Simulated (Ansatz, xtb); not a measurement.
**Relative energy of two isomers of C4H3F3O**

Structure a: `CC(=C=O)C(F)(F)F`, a singlet. Structure b: `O=C/C=C/C(F)(F)F`, a singlet. Both are isolated molecules in the gas phase, relaxed with B3LYP/def2-SVP; each stands in its lowest conformer found.

a (Å):

```yaml
atoms:
  - { symbol: C, position_ang: [-0.3059, -2.9194, 0.1238] }
  - { symbol: C, position_ang: [0.8443, -2.3481, -0.6789] }
  - { symbol: C, position_ang: [2.1132, -2.5579, -0.3578] }
  - { symbol: C, position_ang: [0.5474, -1.5130, -1.8834] }
  - { symbol: F, position_ang: [-0.1694, -2.1947, -2.7984] }
  - { symbol: F, position_ang: [1.6734, -1.0854, -2.4836] }
  - { symbol: F, position_ang: [-0.1852, -0.4266, -1.5688] }
  - { symbol: O, position_ang: [3.2157, -2.7584, -0.0525] }
  - { symbol: H, position_ang: [0.0549, -3.5085, 0.9780] }
  - { symbol: H, position_ang: [-0.9261, -3.5753, -0.5080] }
  - { symbol: H, position_ang: [-0.9434, -2.1084, 0.5110] }
```

b (Å):

```xyz
11

C    -1.7662    0.7709    0.1757
C    -0.3626    1.2217    0.0257
C     0.1723    1.4323   -1.1826
C     1.5844    1.8885   -1.4100
F     1.6006    3.0524   -2.0822
F     2.2597    2.0646   -0.2672
F     2.2556    0.9905   -2.1516
O    -2.2935    0.5677    1.2421
H    -2.3189    0.6278   -0.7899
H     0.2097    1.3725    0.9455
H    -0.4058    1.2797   -2.1006
```

**Question.** Estimate which is lower in electronic energy at CCSD(T)/def2-SVP + ΔMP2/def2-TZVPP, and by roughly how much.

**Answer.** Too close to call at this level: CCSD(T)/def2-SVP + ΔMP2/def2-TZVPP gives E(b) − E(a) = +0.73 kcal/mol.

The same difference at several levels:

```tsv
level	geometry	E(b) − E(a) (kcal/mol)	departure from the last row (kcal/mol)	job, with rough time for the two
GFN2-xTB	GFN2-xTB	+14.29	+13.56	optimisation, 0.34 s
HF/STO-3G	GFN2-xTB	+4.84	+4.12	single point, 0.72 s
r2SCAN-D4/def2-SVP	GFN2-xTB	+5.19	+4.46	single point, 6.6 s
B3LYP/def2-SVP	B3LYP/def2-SVP	+2.85	+2.12	optimisation, 59 s
HF/def2-SVP	B3LYP/def2-SVP	−0.51	−1.24	part of the CCSD(T) run
MP2/def2-SVP	B3LYP/def2-SVP	+5.50	+4.77	part of the CCSD(T) run
CCSD(T)/def2-SVP	B3LYP/def2-SVP	+2.27	+1.54	single point
CCSD(T)/def2-SVP + ΔMP2/def2-TZVPP	B3LYP/def2-SVP	+0.73		single point, 97 s
```

As drawn, both hold the same kinds of bond in the same numbers. Structure a has 1 methyl group, b 0.

The largest departure from CCSD(T)/def2-SVP + ΔMP2/def2-TZVPP is that of GFN2-xTB, 13.56 kcal/mol. The last row adds to CCSD(T) the change of the MP2 difference between the two basis sets, here −1.54 kcal/mol.

With thermal terms from frequencies at re-optimised GFN2-xTB minima (ideal gas, soft modes damped towards free rotors, one conformer each, 298.15 K, 1 atm): on the last row, ΔE + ΔZPE = +0.02, ΔH = −0.17, ΔG = +0.02 kcal/mol.

The correlated steps freeze 8 core orbitals. Codes used: Ansatz 0.2.0, xtb 6.7.1; the last row on 2 threads of Intel(R) Xeon(R) Processor @ 2.70GHz on a shared host.
